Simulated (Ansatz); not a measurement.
Geometry optimisation, RKS r2SCAN-D4/def2-mTZVP (Ansatz).

The input (input.yaml):

```yaml
crystal:
  periodic: [false, false, false]
  atoms:
    - { symbol: Sn, position_ang: [0.215207, 0.042528, -0.07101] }
    - { symbol: H, position_ang: [0.032056, -0.021671, 1.651285] }
    - { symbol: H, position_ang: [1.861313, -0.057115, -0.52255] }
    - { symbol: H, position_ang: [-0.464494, 1.475338, -0.686397] }
    - { symbol: H, position_ang: [-0.609696, -1.30809, -0.719005] }
    - { symbol: S, position_ang: [-3.122956, 0.097905, 1.397763] }
    - { symbol: H, position_ang: [-3.073516, -0.953906, 0.545763] }
    - { symbol: H, position_ang: [-1.823514, -0.147791, 1.793153] }
basis:
  gaussian: { orbitals: def2-mTZVP }
hamiltonian:
  xc: r2scan
  dispersion: d4
relax:
  f_tol: 0.03
  max_steps: 50
```

Command:

```bash
$ ansatz run input.yaml --threads 2 --pin off --max-ram 3072MiB --backend cpu --events-out ev --progress --plain --runs-dir out
```

Task: Where does it end, and by what steps?

Result: It converged. The force dipped under the threshold on the way, but the program's further checks kept it going. After 12 steps the energy has fallen by 0.137 eV; H8 moved furthest, 1.04 Å.

```csv
step,energy less start (eV),largest force component (eV/Å),accepted
0,0.0000,0.727,yes
1,-0.0825,0.369,yes
2,-0.1057,0.177,yes
3,-0.1111,0.369,yes
4,-0.1316,0.071,yes
5,-0.1351,0.031,yes
6,-0.1291,0.455,no
7,-0.1365,0.014,yes
8,-0.1359,0.206,no
9,-0.1370,0.014,yes
10,-0.1370,0.075,no
11,-0.1372,0.018,yes
12,-0.1373,0.025,yes
```

```xyz
8
Properties=species:S:1:pos:R:3
Sn 0.431 0.079 -0.185
H 0.451 0.055 1.524
H 2.045 -0.045 -0.753
H -0.244 1.539 -0.749
H -0.460 -1.255 -0.774
S -3.170 0.159 1.216
H -3.375 -1.088 0.731
H -2.664 -0.317 2.378
```

Run time: 27 s on 2 threads of Arm Neoverse V2, on a shared host, peak memory 0.14 GiB.
